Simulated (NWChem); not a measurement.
All runs are NWChem calculations. System: Cl₂Te, charge 1, spin multiplicity 2, at the geometry of a parent with another charge or spin, in a state set for the comparison that need not be this species' ground state. Its SCF solution wasn't tested for a lower state. Level: UHF/def2-TZVP with def2 effective core potentials on Te.

The NWChem input:

```
start mol
memory heap 200 mb stack 900 mb global 1100 mb
charge 1
geometry units angstroms nocenter noautoz
  Te     0.000000     0.000000    -0.598547
  Cl     1.810076     0.000000     0.915425
  Cl    -1.810076     0.000000     0.915425
  symmetry group C2v
end
basis spherical
  * library def2-tzvp
end
ecp
  Te library def2-ecp
end
scf
  uhf
  nopen 1
  maxiter 100
  thresh 1e-7
  semidirect memsize 60000000 filesize 0
  # guess.movecs holds the orbitals of an unrestricted PBE0 run
  vectors input guess.movecs output mol.movecs
end
task scf energy
```

Output (cleaned and shortened):

```
             Northwest Computational Chemistry Package (NWChem) 7.3.0
             --------------------------------------------------------

                                NWChem Input Module
                                -------------------

 Scaling coordinates for geometry "geometry" by  1.889725989
 (inverse scale =  0.529177249)

 Turning off AUTOSYM since
 SYMMETRY directive was detected!

                             Geometry "geometry" -> ""
                             -------------------------

 Output coordinates in angstroms (scale by  1.889725989 to convert to a.u.)

  No.       Tag          Charge          X              Y              Z
 ---- ---------------- ---------- -------------- -------------- --------------
    1 Te                  52.0000     0.00000000     0.00000000    -0.59854700
    2 Cl                  17.0000     1.81007600     0.00000000     0.91542500
    3 Cl                  17.0000    -1.81007600     0.00000000     0.91542500

 Effective nuclear repulsion energy (a.u.)     438.7188186758

            Nuclear Dipole moment (a.u.)
            ----------------------------
        X                 Y               Z
 ---------------- ---------------- ----------------
     0.0000000000     0.0000000000     0.0000113384

      Symmetry information
      --------------------

 Group name             C2v
 Group number             16
 Group order               4
 No. of unique centers     2

      Symmetry unique atoms

     1    2


 Summary of "ao basis" -> "" (spherical)
 ------------------------------------------------------------------------------
       Tag                 Description            Shells   Functions and Types
 ---------------- ------------------------------  ------  ---------------------
 *                         def2-tzvp                  on all atoms

 Summary of "ao basis" -> "ao basis" (spherical)
 ------------------------------------------------------------------------------
       Tag                 Description            Shells   Functions and Types
 ---------------- ------------------------------  ------  ---------------------
[...]
  ----- ------------  ---------------      ----- ------------  ---------------
    18      0.489296  1 Te pz                21      0.421276  1 Te pz
     5      0.418169  1 Te s                 12     -0.317081  1 Te pz
    68      0.297235  2 Cl px               105     -0.297235  3 Cl px
     6      0.293059  1 Te s                 15      0.261213  1 Te pz
     2      0.249860  1 Te s                 55     -0.248613  2 Cl s

 center of mass
 --------------
 x =   0.00000000 y =   0.00000000 z =  -0.12985478

 moments of inertia (a.u.)
 ------------------
         372.121078823311           0.000000000000           0.000000000000
           0.000000000000        1190.402399597062           0.000000000000
           0.000000000000           0.000000000000         818.281320773752

  Mulliken analysis of the total density
  --------------------------------------

    Atom       Charge   Shell Charges
 -----------   ------   -------------------------------------------------------
    1 Te  24    22.84   0.29 -0.85  1.57  0.99  1.26  0.60 -0.50  6.45  0.89  1.71  0.14  9.12  0.91  0.21  0.05  0.00
    2 Cl  17    17.08   2.01  0.45  1.51  1.12  0.87  4.18  1.70  1.03  2.84  1.32  0.01  0.04  0.00
    3 Cl  17    17.08   2.01  0.45  1.51  1.12  0.87  4.18  1.70  1.03  2.84  1.32  0.01  0.04  0.00

  Mulliken analysis of the alpha density
  --------------------------------------

    Atom       Charge   Shell Charges
 -----------   ------   -------------------------------------------------------
    1 Te  24    11.92   0.14 -0.42  0.78  0.49  0.64  0.30 -0.26  3.23  0.60  1.15  0.10  4.55  0.46  0.11  0.02  0.00
    2 Cl  17     8.54   1.01  0.22  0.76  0.56  0.44  2.09  0.85  0.52  1.42  0.65  0.00  0.02  0.00
    3 Cl  17     8.54   1.01  0.22  0.76  0.56  0.44  2.09  0.85  0.52  1.42  0.65  0.00  0.02  0.00

   Mulliken analysis of the beta density
   -------------------------------------

    Atom       Charge   Shell Charges
 -----------   ------   -------------------------------------------------------
    1 Te  24    10.93   0.14 -0.42  0.78  0.50  0.62  0.30 -0.25  3.22  0.29  0.55  0.04  4.57  0.45  0.10  0.03  0.00
    2 Cl  17     8.54   1.01  0.22  0.76  0.56  0.44  2.09  0.85  0.51  1.41  0.67  0.00  0.02  0.00
    3 Cl  17     8.54   1.01  0.22  0.76  0.56  0.44  2.09  0.85  0.51  1.41  0.67  0.00  0.02  0.00

   Mulliken analysis of the spin density
   -------------------------------------

    Atom       Charge   Shell Charges
 -----------   ------   -------------------------------------------------------
    1 Te  24     0.99  -0.00 -0.00  0.00 -0.00  0.02  0.00 -0.01  0.02  0.30  0.60  0.06 -0.02  0.02  0.01 -0.00 -0.00
    2 Cl  17     0.00   0.00  0.00 -0.00  0.00 -0.00  0.00 -0.00  0.01  0.01 -0.02  0.00 -0.00 -0.00
    3 Cl  17     0.00   0.00  0.00 -0.00  0.00 -0.00  0.00 -0.00  0.01  0.01 -0.02  0.00 -0.00 -0.00

       Multipole analysis of the density wrt the origin
       ------------------------------------------------

     L   x y z        total         alpha         beta         nuclear
     -   - - -        -----         -----         ----         -------
     0   0 0 0      1.000000    -29.000000    -28.000000     58.000000

     1   1 0 0      0.000000     -0.000000      0.000000      0.000000
     1   0 1 0      0.000000      0.000000     -0.000000      0.000000
     1   0 0 1     -0.971828    -15.821261    -16.821093     31.670526

     2   2 0 0    -30.744198   -215.258572   -213.290600    397.804974
     2   1 1 0     -0.000000     -0.000000     -0.000000      0.000000
     2   1 0 1      0.000000      0.000000      0.000000      0.000000
     2   0 2 0    -34.591627    -19.406299    -15.185329      0.000000
     2   0 1 1     -0.000000     -0.000000     -0.000000      0.000000
     2   0 0 2    -31.071891    -83.082272    -80.441480    132.451861

 Task  times  cpu:        3.6s     wall:        3.6s

 Total times  cpu:        3.7s     wall:        3.7s
```
